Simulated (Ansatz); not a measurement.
System: sum formula SiN2H5, net charge 0, doublet state. It need not be the lowest isomer of its formula. 
Coordinates optimised at B3LYP-D3(BJ)/def2-TZVP (Ansatz, a program for electronic structure):
SMILES: N[SiH]N
```xyz
8

N      1.3748    -0.3507     0.2895
Si    -0.0161     0.4370    -0.3625
N     -1.3737    -0.4407     0.2172
H      2.2439     0.1525     0.3827
H      1.5329    -1.3328     0.1223
H      0.1277     1.8515     0.1208
H     -2.2637    -0.4337    -0.2503
H     -1.4226    -0.8154     1.1530
```
Charge 0, spin multiplicity 2.

Basis-set convergence of Hartree-Fock and MP2 correlation energies (hartree) with Ansatz. Cores are frozen in the correlated levels unless marked. UHF or UKS for open shells. No spin-orbit coupling. Non-relativistic.

```tsv
basis	functions	E(HF)	E(corr, MP2)
cc-pV(D+d)Z	76	-400.76302	-0.42789
cc-pV(T+d)Z	169	-400.82414	-0.53672
cc-pV(Q+d)Z	324	-400.83776	-0.57578
```

Extrapolating the two largest sets (X = 3 and 4) as X^-3: E(corr) = (64·(-0.57578) - 27·(-0.53672))/37 = -0.6043 Eh, an estimate of the basis-set limit. The largest set recovers 95.3 % of it, the smallest 70.8 %.
